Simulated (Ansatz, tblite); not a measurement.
Two members of one family (SnnHm), computed with Ansatz in the gas phase; def2 core potentials for Sn, no spin–orbit coupling. The two geometries come from different levels. Binding counts from free atoms in the multiplicity of their measured ground term, without zero-point energy. Singlets are spin-restricted. The structures are stationary points that may keep the symmetry of their start.

First: Sn3H2 (singlet, charge 0, PBE-D4/def2-SVP geometry).

```xyz
5

Sn    0.272   -0.594    1.779
Sn    1.589   -0.719   -0.745
Sn   -1.033    0.735   -0.575
H    -1.307    0.376    1.488
H     0.479    0.201   -1.947
```

```json
{"level": "PBE-D4/def2-SVP", "HOMO (eV)": "-4.97", "LUMO (eV)": "-2.90", "gap (eV)": "2.07", "binding per atom (eV)": "2.19"}
{"level": "PBE-D4/def2-TZVP", "HOMO (eV)": "-4.96", "LUMO (eV)": "-2.91", "gap (eV)": "2.04", "binding per atom (eV)": "2.21"}
{"level": "PBE0-D4/def2-SVP", "HOMO (eV)": "-5.63", "LUMO (eV)": "-2.36", "gap (eV)": "3.28", "binding per atom (eV)": "2.08"}
{"level": "PBE0-D4/def2-TZVP", "HOMO (eV)": "-5.61", "LUMO (eV)": "-2.35", "gap (eV)": "3.25", "binding per atom (eV)": "2.10"}
{"level": "HSE06-D4/def2-TZVP", "HOMO (eV)": "-5.25", "LUMO (eV)": "-2.70", "gap (eV)": "2.54", "binding per atom (eV)": "2.10"}
```

The relaxed triplet lies at 0.78 eV (r2SCAN-D4/def2-TZVP) to 1.18 eV (LDA (SPW92)/def2-TZVP) from the singlet. The relaxed quintet lies at 2.14 eV (r2SCAN-D4/def2-TZVP) to 2.82 eV (LDA (SPW92)/def2-TZVP) from the singlet.

Second: Sn4H2 (singlet, charge 0, PBE0-D4/def2-SVP geometry).

```xyz
6

Sn   -2.619   -0.003   -0.881
Sn    0.037    1.029   -1.228
Sn   -0.499   -1.478    0.370
Sn    2.233   -0.554   -0.124
H     2.159    0.412    1.368
H    -1.310    0.594    0.496
```

Task: What does the change do? Estimate second minus first.

Result: 
| level | Δ HOMO (eV) | Δ LUMO (eV) | Δ gap (eV) | Δ binding per atom (eV) |
| --- | --- | --- | --- | --- |
| PBE-D4/def2-SVP | 0.05 | -0.28 | -0.33 | 0.06 |
| PBE-D4/def2-TZVP | 0.03 | -0.28 | -0.32 | 0.07 |
| PBE0-D4/def2-SVP | -0.04 | -0.20 | -0.16 | 0.08 |
| PBE0-D4/def2-TZVP | -0.06 | -0.20 | -0.15 | 0.08 |
| HSE06-D4/def2-TZVP | -0.06 | -0.21 | -0.15 | 0.08 |
